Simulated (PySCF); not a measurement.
SMILES [NH3]->[Ni+2](<-[NH3])(<-[NH3])(<-[NH3])(<-[NH3])<-[NH3] (H₁₈N₆Ni (cation, charge +2)), triplet, GFN2-xTB optimised geometry.

```
25

Ni     0.01     0.01     0.00
N      2.20     0.01     0.00
H      2.60    -0.20    -0.91
H      2.56    -0.69     0.65
H      2.59     0.91     0.28
N      0.01     2.20     0.00
H      0.68     2.57    -0.68
H      0.27     2.59     0.90
H     -0.89     2.60    -0.24
N      0.10    -2.17    -0.10
H      0.38    -2.60     0.78
H      0.77    -2.48    -0.80
H     -0.80    -2.59    -0.35
N     -2.17    -0.08     0.09
H     -2.59    -0.34    -0.80
H     -2.60     0.80     0.37
H     -2.48    -0.78     0.77
N      0.02     0.01     2.19
H     -0.21    -0.90     2.59
H     -0.67     0.67     2.56
H      0.92     0.29     2.58
N     -0.09     0.10    -2.18
H     -0.79     0.77    -2.49
H     -0.34    -0.79    -2.60
H      0.79     0.39    -2.61
```

Density from unrestricted CAM-B3LYP/def2-SVP (PySCF 2.14.0) at that geometry.

Minimum of the electron density along straight lines between bonded atoms, close to the bond critical point (lines longer than 1.1 times the sum of covalent radii, or with two minima, are not listed):

| bond | length / Å | ρ at the minimum / e bohr⁻³ | ∇²ρ there / e bohr⁻⁵ | position (fraction from the first atom) |
|---|---|---|---|---|
| N2–H3 | 1.018 | 0.327 | -1.58 | 0.78 |
| N2–H4 | 1.019 | 0.327 | -1.57 | 0.78 |
| N2–H5 | 1.018 | 0.327 | -1.58 | 0.78 |
| N6–H7 | 1.019 | 0.327 | -1.57 | 0.78 |
| N6–H8 | 1.018 | 0.327 | -1.58 | 0.78 |
| N6–H9 | 1.018 | 0.327 | -1.58 | 0.78 |
| N10–H11 | 1.018 | 0.327 | -1.58 | 0.78 |
| N10–H12 | 1.019 | 0.327 | -1.57 | 0.78 |
| N10–H13 | 1.018 | 0.327 | -1.58 | 0.78 |
| N14–H15 | 1.019 | 0.327 | -1.57 | 0.78 |
| N14–H16 | 1.018 | 0.327 | -1.58 | 0.78 |
| N14–H17 | 1.019 | 0.327 | -1.57 | 0.78 |
| N18–H19 | 1.018 | 0.327 | -1.58 | 0.78 |
| N18–H20 | 1.019 | 0.327 | -1.57 | 0.78 |
| N18–H21 | 1.018 | 0.327 | -1.58 | 0.78 |
| N22–H23 | 1.019 | 0.327 | -1.57 | 0.78 |
| N22–H24 | 1.018 | 0.327 | -1.58 | 0.78 |
| N22–H25 | 1.018 | 0.327 | -1.58 | 0.78 |
